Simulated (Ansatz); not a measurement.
Ansatz (a program for electronic structure) input:

Ansatz 0.2 input:
```yaml
crystal:
  periodic: [false, false, false]
  atoms:
    - {symbol: Ti, position_ang: [0.00000000, 0.00000000, 0.00000000]}
    - {symbol: I, position_ang: [0.00000000, 0.00000000, 2.61400072]}
    - {symbol: I, position_ang: [-0.00000000, -0.00000000, -2.61400072]}
basis:
  gaussian:
    orbitals: def2-TZVPD
hamiltonian:
  xc: {name: r2SCANh}
magnetization: {spin_polarized: true, initial_magnetization: 2}
output: {forces: true}
```

Problem. Predict the final energy.

Solution. -1445.14980 Eh (r2SCANh/def2-TZVPD). The basis has 166 functions.

The spin state was set by rule; other spins were not relaxed.
